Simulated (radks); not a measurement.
Values are calculated unless marked as measured or tabulated.
Ionisation of the zinc ion Zn+, [Ar] 3d10 4s1, to Zn2+, [Ar] 3d10, under several functionals. Scalar-relativistic Kohn-Sham, spin-polarised, spherical densities, finite nucleus; open shells are filled with parallel spins first; a radial shooting solver on a logarithmic mesh with Libxc functionals.

functional	E(Zn+) (hartree)	Exc (hartree)	IE (eV)	-e(HOMO) (eV)	<r> HOMO (bohr)	IE error (eV)
exchange-only PBE	-1794.28538	-69.90258	18.269	14.008	2.425	+0.304
TASK exchange with Perdew-Wang LDA correlation	-1795.34547	-71.01768	17.993	15.283	2.352	+0.029
exchange-only r2SCAN	-1794.55733	-70.18784	17.796	14.176	2.426	-0.168
Wu-Cohen GGA	-1795.19963	-70.85320	18.727	14.609	2.374	+0.763
LDA (Slater exchange, Perdew-Wang correlation)	-1792.94699	-68.55556	19.029	14.783	2.369	+1.065
PBEsol	-1794.24071	-69.87388	18.688	14.557	2.378	+0.723
HCTH/407	-1796.83263	-72.62754	18.485	14.458	2.363	+0.521

NIST Atomic Spectra Database: 17.964 eV (measured). Closest: TASK exchange with Perdew-Wang LDA correlation. The Delta-SCF values span 1.23 eV, the total energies 3.89 hartree. The highest occupied level is 4s.
